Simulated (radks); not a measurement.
Task: The aluminium ion Al12+, 1s1. Method: non-relativistic Kohn-Sham, r2SCAN, spin-polarised, spherical densities, point nucleus; meta-GGA in the generalised Kohn-Sham scheme; computed with a radial shooting solver on a logarithmic mesh with Libxc functionals. Every spin shell is full or empty, so the densities are truly spherical. Functionals are evaluated on that one density, not self-consistently. Rank these exchange functionals by their error against the exact value of the orbitals, and give that value: LDA, B88, PBE, PBEsol, PW91, OPTX, WC, AM05, SOGGA, G96, EV93, revTPSS, Tao-Mo, MVS.

Result: Exact: -4.06054 hartree. From best to worst, with 100 (|E| - |E exact|)/|E exact| (equal figures are ties): revTPSS 0.00, MVS +0.01, Tao-Mo +0.01, G96 -0.40, OPTX -0.60, B88 -0.86, PW91 -1.78, PBE -2.08, EV93 +3.71, WC -4.03, PBEsol -6.33, SOGGA -6.55, AM05 -11.01, LDA -14.22.
